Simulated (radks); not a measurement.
The numbers below are computed, except where a source is named.
All-electron atom: Sb4+ in [Kr] 4d10 5s1. Code: a radial shooting solver on a logarithmic mesh with Libxc functionals. Model: scalar-relativistic Kohn-Sham, XLYP, spin-polarised, spherical densities, finite nucleus; open shells are filled with parallel spins first (spin-orbit coupling, left out, can overturn this in heavy ions); Fermi nuclear charge, rms radius 4.6802 fm.

Normalised radial functions P(r) = r R(r), r in bohr:

r           4p up
0.004642   0.0160
0.006142   0.0259
0.008126   0.0418
0.01084    0.0673
0.01434    0.1048
0.01898    0.1588
0.02511    0.2313
0.03322    0.3187
0.04431    0.4079
0.05862    0.4587
0.07757    0.4196
0.1026     0.2357
0.1369    -0.1116
0.1811    -0.4956
0.2396    -0.6944
0.3171    -0.4762
0.4229     0.1860
0.5595     0.9076
0.7404     1.2477
0.9796     1.0557
1.307      0.5913
1.729      0.2247
2.287      0.0533
3.026      0.0069
4.036      0.0004
5.341      0.0000
7.067      0.0000

4p up: eigenvalue -144.39 eV, 2 radial nodes at r = 0.126, 0.395 bohr, <r> = 0.850 bohr, 90 % of the charge inside 1.25 bohr.
